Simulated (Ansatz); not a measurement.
`CCC(C)(C)C(C)=O` + H₂ → `CC(=O)C(C)C` + ethane  (hydrogenolysis of a C–C bond)

Program: Ansatz. Geometries: PBE0-D4/def2-TZVP. ΔE: electronic, gas phase. CBS: MP2 limit from def2 TZ/QZ plus the TZ coupled-cluster correction, frozen cores. This one scheme is used for every species. DFT in def2-TZVPP. B3LYP here is the variant with VWN-RPA as its local correlation; programs differ in this. One conformer a species, not always the lowest.

| level | ΔE (kcal/mol) | difference from CCSD(T)/CBS |
| --- | --- | --- |
| r2SCAN-D4 | -13.3 | -1.1 |
| B3LYP-D4 | -14.7 | -2.5 |
| ωB97X-V | -13.4 | -1.2 |
| ωB97M-V | -12.9 | -0.7 |
| B2PLYP | -16.5 | -4.3 |
| PBE | -17.1 | -4.9 |
| r2SCAN | -14.4 | -2.2 |
| PBE0 | -17.2 | -5.0 |
| B3LYP | -20.1 | -7.9 |
| HF/def2-TZVPP | -22.9 | -10.7 |
| MP2/def2-TZVPP | -10.3 | 1.9 |
| SCS-MP2/def2-TZVPP | -12.8 | -0.6 |
| CCSD/def2-TZVPP | -14.1 | -1.9 |
| CCSD(T)/def2-TZVPP | -12.2 | 0.0 |
| MP2/def2-QZVPP | -10.4 | 1.8 |
| SCS-MP2/def2-QZVPP | -12.9 | -0.7 |
| CCSD(T)/CBS | -12.2 | 0 |

Largest T1 diagnostic among the species: 0.012.

In def2-TZVPP, CCSD(T) changes the Hartree–Fock value by +10.7 kcal/mol (the triples alone add +1.9 kcal/mol) and MP2 by +12.5 kcal/mol. The D4 term adds +5.4 kcal/mol with B3LYP and +3.1 kcal/mol with PBE0; it sums over pairs of atoms, weighted by their polarisabilities, and B3LYP, whose exchange is more repulsive, gets the larger term.

CCSD(T)/CBS has its own doubt, a few kJ/mol and more with outer-core shells, so smaller differences from it don't rank the levels.
